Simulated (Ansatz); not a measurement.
Harmonic vibrations of `N[Si]1(F)C=N1` by finite differences.

```yaml
crystal:
  periodic: [false, false, false]
  atoms:
    - {symbol: N, position_ang: [1.129717, 0.718067, 0.647269]}
    - {symbol: Si, position_ang: [-0.202512, 0.277147, -0.271873]}
    - {symbol: F, position_ang: [-0.795948, 1.630986, -0.843758]}
    - {symbol: C, position_ang: [-1.118513, -1.207651, -0.224594]}
    - {symbol: N, position_ang: [-0.289118, -1.165220, -1.233259]}
    - {symbol: H, position_ang: [1.728134, 0.054434, 1.105215]}
    - {symbol: H, position_ang: [1.427005, 1.672694, 0.743264]}
    - {symbol: H, position_ang: [-1.786567, -2.037556, 0.021936]}
basis:
  gaussian: {orbitals: def2-TZVP}
hamiltonian: {xc: pbe0, dispersion: d4}
phonons: {temperatures: {t_min: 298.15, t_max: 900, t_step: 200}}
```

```sh
$ ansatz run in.yaml --threads 2 --pin off --events-out ev --progress --plain --max-ram 4352MiB
```

Shortened log:

```
Functional definition: PBE0
mean field -14653.89892415 eV, -538.5208526929 hartree, gradient 1.6e-5 eV, S^2 0.000000; 0 other end points of the search recorded, 0 dependent functions left out
mean field -14653.89878611 eV, -538.5208476200 hartree, gradient 1.8e-6 eV, S^2 0.000000; 0 other end points of the search recorded, 0 dependent functions left out
mean field -14653.89877366 eV, -538.5208471628 hartree, gradient 1.8e-6 eV, S^2 0.000000; 0 other end points of the search recorded, 0 dependent functions left out
mean field -14653.89870764 eV, -538.5208447364 hartree, gradient 1.8e-6 eV, S^2 0.000000; 0 other end points of the search recorded, 0 dependent functions left out
mean field -14653.89869312 eV, -538.5208442029 hartree, gradient 1.8e-6 eV, S^2 0.000000; 0 other end points of the search recorded, 0 dependent functions left out
mean field -14653.89885722 eV, -538.5208502335 hartree, gradient 1.8e-6 eV, S^2 0.000000; 0 other end points of the search recorded, 0 dependent functions left out
mean field -14653.89884902 eV, -538.5208499322 hartree, gradient 1.7e-6 eV, S^2 0.000000; 0 other end points of the search recorded, 0 dependent functions left out
mean field -14653.89880737 eV, -538.5208484015 hartree, gradient 1.7e-6 eV, S^2 0.000000; 0 other end points of the search recorded, 0 dependent functions left out
mean field -14653.89879573 eV, -538.5208479736 hartree, gradient 1.8e-6 eV, S^2 0.000000; 0 other end points of the search recorded, 0 dependent functions left out
mean field -14653.89872590 eV, -538.5208454076 hartree, gradient 1.7e-6 eV, S^2 0.000000; 0 other end points of the search recorded, 0 dependent functions left out
mean field -14653.89871147 eV, -538.5208448772 hartree, gradient 1.7e-6 eV, S^2 0.000000; 0 other end points of the search recorded, 0 dependent functions left out
mean field -14653.89884272 eV, -538.5208497008 hartree, gradient 1.8e-6 eV, S^2 0.000000; 0 other end points of the search recorded, 0 dependent functions left out
mean field -14653.89883311 eV, -538.5208493473 hartree, gradient 1.7e-6 eV, S^2 0.000000; 0 other end points of the search recorded, 0 dependent functions left out
mean field -14653.89889552 eV, -538.5208516410 hartree, gradient 1.8e-6 eV, S^2 0.000000; 0 other end points of the search recorded, 0 dependent functions left out
mean field -14653.89890568 eV, -538.5208520143 hartree, gradient 1.8e-6 eV, S^2 0.000000; 0 other end points of the search recorded, 0 dependent functions left out
mean field -14653.89886338 eV, -538.5208504598 hartree, gradient 1.8e-6 eV, S^2 0.000000; 0 other end points of the search recorded, 0 dependent functions left out
mean field -14653.89881800 eV, -538.5208487921 hartree, gradient 1.8e-6 eV, S^2 0.000000; 0 other end points of the search recorded, 0 dependent functions left out
mean field -14653.89889862 eV, -538.5208517550 hartree, gradient 1.7e-6 eV, S^2 0.000000; 0 other end points of the search recorded, 0 dependent functions left out
mean field -14653.89890867 eV, -538.5208521241 hartree, gradient 1.8e-6 eV, S^2 0.000000; 0 other end points of the search recorded, 0 dependent functions left out
mean field -14653.89877626 eV, -538.5208472583 hartree, gradient 1.7e-6 eV, S^2 0.000000; 0 other end points of the search recorded, 0 dependent functions left out
mean field -14653.89880324 eV, -538.5208482499 hartree, gradient 1.7e-6 eV, S^2 0.000000; 0 other end points of the search recorded, 0 dependent functions left out
mean field -14653.89875402 eV, -538.5208464409 hartree, gradient 1.8e-6 eV, S^2 0.000000; 0 other end points of the search recorded, 0 dependent functions left out
mean field -14653.89879158 eV, -538.5208478212 hartree, gradient 1.7e-6 eV, S^2 0.000000; 0 other end points of the search recorded, 0 dependent functions left out
mean field -14653.89880931 eV, -538.5208484727 hartree, gradient 1.7e-6 eV, S^2 0.000000; 0 other end points of the search recorded, 0 dependent functions left out
mean field -14653.89881273 eV, -538.5208485984 hartree, gradient 1.7e-6 eV, S^2 0.000000; 0 other end points of the search recorded, 0 dependent functions left out
mean field -14653.89884912 eV, -538.5208499358 hartree, gradient 1.8e-6 eV, S^2 0.000000; 0 other end points of the search recorded, 0 dependent functions left out
mean field -14653.89885325 eV, -538.5208500875 hartree, gradient 1.7e-6 eV, S^2 0.000000; 0 other end points of the search recorded, 0 dependent functions left out
mean field -14653.89884263 eV, -538.5208496974 hartree, gradient 1.7e-6 eV, S^2 0.000000; 0 other end points of the search recorded, 0 dependent functions left out
mean field -14653.89887985 eV, -538.5208510650 hartree, gradient 1.8e-6 eV, S^2 0.000000; 0 other end points of the search recorded, 0 dependent functions left out
mean field -14653.89878698 eV, -538.5208476521 hartree, gradient 1.7e-6 eV, S^2 0.000000; 0 other end points of the search recorded, 0 dependent functions left out
mean field -14653.89880936 eV, -538.5208484747 hartree, gradient 1.8e-6 eV, S^2 0.000000; 0 other end points of the search recorded, 0 dependent functions left out
mean field -14653.89887650 eV, -538.5208509421 hartree, gradient 1.8e-6 eV, S^2 0.000000; 0 other end points of the search recorded, 0 dependent functions left out
mean field -14653.89885620 eV, -538.5208501959 hartree, gradient 1.8e-6 eV, S^2 0.000000; 0 other end points of the search recorded, 0 dependent functions left out
mean field -14653.89883684 eV, -538.5208494847 hartree, gradient 1.8e-6 eV, S^2 0.000000; 0 other end points of the search recorded, 0 dependent functions left out
mean field -14653.89886369 eV, -538.5208504711 hartree, gradient 1.8e-6 eV, S^2 0.000000; 0 other end points of the search recorded, 0 dependent functions left out
mean field -14653.89889875 eV, -538.5208517598 hartree, gradient 1.7e-6 eV, S^2 0.000000; 0 other end points of the search recorded, 0 dependent functions left out
mean field -14653.89888329 eV, -538.5208511916 hartree, gradient 1.8e-6 eV, S^2 0.000000; 0 other end points of the search recorded, 0 dependent functions left out
mean field -14653.89890416 eV, -538.5208519586 hartree, gradient 1.8e-6 eV, S^2 0.000000; 0 other end points of the search recorded, 0 dependent functions left out
mean field -14653.89889936 eV, -538.5208517821 hartree, gradient 1.8e-6 eV, S^2 0.000000; 0 other end points of the search recorded, 0 dependent functions left out
mean field -14653.89880819 eV, -538.5208484317 hartree, gradient 1.8e-6 eV, S^2 0.000000; 0 other end points of the search recorded, 0 dependent functions left out
mean field -14653.89876989 eV, -538.5208470242 hartree, gradient 1.8e-6 eV, S^2 0.000000; 0 other end points of the search recorded, 0 dependent functions left out
mean field -14653.89891782 eV, -538.5208524604 hartree, gradient 1.8e-6 eV, S^2 0.000000; 0 other end points of the search recorded, 0 dependent functions left out
mean field -14653.89891708 eV, -538.5208524333 hartree, gradient 1.8e-6 eV, S^2 0.000000; 0 other end points of the search recorded, 0 dependent functions left out
mean field -14653.89887736 eV, -538.5208509735 hartree, gradient 1.8e-6 eV, S^2 0.000000; 0 other end points of the search recorded, 0 dependent functions left out
mean field -14653.89888527 eV, -538.5208512642 hartree, gradient 1.7e-6 eV, S^2 0.000000; 0 other end points of the search recorded, 0 dependent functions left out
mean field -14653.89885650 eV, -538.5208502072 hartree, gradient 1.8e-6 eV, S^2 0.000000; 0 other end points of the search recorded, 0 dependent functions left out
mean field -14653.89886771 eV, -538.5208506191 hartree, gradient 1.8e-6 eV, S^2 0.000000; 0 other end points of the search recorded, 0 dependent functions left out
mean field -14653.89890944 eV, -538.5208521526 hartree, gradient 1.7e-6 eV, S^2 0.000000; 0 other end points of the search recorded, 0 dependent functions left out
mean field -14653.89890747 eV, -538.5208520800 hartree, gradient 1.8e-6 eV, S^2 0.000000; 0 other end points of the search recorded, 0 dependent functions left out
Total energy: -14654.04206894 eV, -538.5261131670 hartree
Atom 0 at     1.129717     0.718067     0.647269 Å, force    -0.003653    -0.001492    -0.002809 eV/Å
Atom 1 at    -0.202512     0.277147    -0.271873 Å, force     0.004275     0.002682     0.002602 eV/Å
Atom 2 at    -0.795948     1.630986    -0.843758 Å, force     0.000249     0.002478     0.000044 eV/Å
Atom 3 at    -1.118513    -1.207651    -0.224594 Å, force    -0.000864    -0.002297     0.000183 eV/Å
Atom 4 at    -0.289118    -1.165220    -1.233259 Å, force     0.001407    -0.000340     0.000879 eV/Å
Atom 5 at     1.728134     0.054434     1.105215 Å, force    -0.000158    -0.003475    -0.000112 eV/Å
Atom 6 at     1.427005     1.672694     0.743264 Å, force    -0.001399     0.002377    -0.001092 eV/Å
Atom 7 at    -1.786567    -2.037556     0.021936 Å, force     0.000142     0.000067     0.000304 eV/Å
Dipole moment:     0.254839     0.130577     0.565572 e Å
Vibrations: 135.76 226.21 255.91 301.06 318.83 343.88 699.75 776.67 794.55 842.62 974.22 1034.55 1236.32 1501.59 1570.00 3079.63 3641.54 3744.74 cm⁻¹, zero-point energy 1.331456 eV
```

Run time 110 s (2 threads of an Arm Neoverse V2 on a shared host); peak host memory 0.39 GiB.
